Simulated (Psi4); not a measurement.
C$_{4}$H$_{12}$FNSi, singlet, geometry from GFN2-xTB, atoms displaced at random by about 0.03 Å a coordinate; B3LYP/STO-3G, gradient in Psi4.

The Psi4 input:
```
memory 2 GB

molecule mol {
0 1
  Si   -0.232526    1.383328    0.437223
  F     1.100419    2.194397    0.040343
  N    -0.177068   -0.049723   -0.544820
  C     1.082064   -0.714368   -0.783831
  C     1.687544   -1.319985    0.500359
  C    -1.436014   -0.784400   -0.760219
  C    -1.737198   -1.847446    0.370360
  H    -0.243931    1.265110    1.814392
  H    -1.327109    2.219060   -0.134115
  H     0.877448   -1.546437   -1.490759
  H     1.745881   -0.036566   -1.120652
  H     1.934541   -0.456091    1.229395
  H     2.633465   -1.847557    0.288592
  H     1.097187   -1.995869    1.038864
  H    -2.213214   -0.161839   -0.825099
  H    -1.310475   -1.398337   -1.665213
  H    -1.800256   -1.332280    1.297849
  H    -2.696927   -2.318891    0.141819
  H    -1.021704   -2.685202    0.371830
symmetry c1
no_reorient
no_com
}

set basis sto-3g
set reference rks

gradient('b3lyp')
print_variables()
```

Task: What does Psi4 print? Leave out banner, timings and long lists.

Result: 
```
gradient() will perform analytic gradient computation.

   => Loading Basis Set <=

    Name: STO-3G
    Role: ORBITAL
    Keyword: BASIS

         ---------------------------------------------------------
                                   SCF
               by Justin Turney, Rob Parrish, Andy Simmonett
                          and Daniel G. A. Smith
                              RKS Reference
         ---------------------------------------------------------

  ==> Geometry <==

    Molecular point group: c1
    Full point group: C1

    Geometry (in Angstrom), charge = 0, multiplicity = 1:

       Center              X                  Y                   Z               Mass
    ------------   -----------------  -----------------  -----------------  -----------------
         SI          -0.232526000000     1.383328000000     0.437223000000    27.976926534650
         F            1.100419000000     2.194397000000     0.040343000000    18.998403162730
         N           -0.177068000000    -0.049723000000    -0.544820000000    14.003074004430
         C            1.082064000000    -0.714368000000    -0.783831000000    12.000000000000
         C            1.687544000000    -1.319985000000     0.500359000000    12.000000000000
         C           -1.436014000000    -0.784400000000    -0.760219000000    12.000000000000
         C           -1.737198000000    -1.847446000000     0.370360000000    12.000000000000
         H           -0.243931000000     1.265110000000     1.814392000000     1.007825032230
         H           -1.327109000000     2.219060000000    -0.134115000000     1.007825032230
         H            0.877448000000    -1.546437000000    -1.490759000000     1.007825032230
         H            1.745881000000    -0.036566000000    -1.120652000000     1.007825032230
         H            1.934541000000    -0.456091000000     1.229395000000     1.007825032230
         H            2.633465000000    -1.847557000000     0.288592000000     1.007825032230
         H            1.097187000000    -1.995869000000     1.038864000000     1.007825032230
         H           -2.213214000000    -0.161839000000    -0.825099000000     1.007825032230
         H           -1.310475000000    -1.398337000000    -1.665213000000     1.007825032230
         H           -1.800256000000    -1.332280000000     1.297849000000     1.007825032230
         H           -2.696927000000    -2.318891000000     0.141819000000     1.007825032230
[...]
  @DF-RKS Final Energy:  -596.31079325188796
    Total Energy =                       -596.3107932518879579
[...]

    0.2000               HF

   => Correlation Functionals <=

    0.1900   Vosko, Wilk & Nusair (VWN5_RPA)
    0.8100   Lee, Yang & Parr

   => LibXC Density Thresholds  <==

    XC_HYB_GGA_XC_B3LYP:  1.00E-15

   => Molecular Quadrature <=

    Radial Scheme          =       TREUTLER
    Pruning Scheme         =           NONE
    Nuclear Scheme         =       TREUTLER

    Blocking Scheme        =         OCTREE
    BS radius alpha        =              1
    Pruning alpha          =              1
    Radial Points          =             75
    Spherical Points       =            302
    Total Points           =         397570
    Total Blocks           =           2935
    Max Points             =            256
    Max Functions          =             48
    Weights Tolerance      =       1.00E-15

  -Total Gradient:
     Atom            X                  Y                   Z
    ------   -----------------  -----------------  -----------------
       1        0.017511081905    -0.024497715373     0.056893747827
       2       -0.026840779755    -0.011366032281     0.001631715223
       3        0.035848055789    -0.029317906717    -0.004455272264
       4        0.062918770314     0.089618944036    -0.034026629359
       5       -0.058969311723    -0.047729126857    -0.021620476359
       6       -0.100967158708     0.099104964899    -0.015893139432
       7        0.008843866415     0.011984542847     0.035112871772
       8        0.007072925467     0.007002350616    -0.040194510568
       9       -0.002237428664     0.014261264814    -0.016717471498
      10       -0.009616036137    -0.007593022517     0.005415384973
      11       -0.067996536981    -0.061820421017     0.043709375609
      12        0.005246846341     0.028329582083     0.023040015842
      13       -0.000936818408    -0.004213989126     0.001841152686
      14        0.036173627759     0.029063821727    -0.016922184280
      15        0.084144872539    -0.070467409247     0.011506088612
      16        0.006869858797    -0.005495883165     0.011282586516
      17       -0.000675632944    -0.006018769399    -0.032605832502
      18        0.009667448852    -0.001139073289    -0.002898972741
      19       -0.006023633271    -0.009628598366    -0.005033511516

  Variable Map:
  ----------------------------------------------------------------------------
[...]
  Array Variable Map:
  ----------------------------------------------------------------------------
[...]
[...]
```
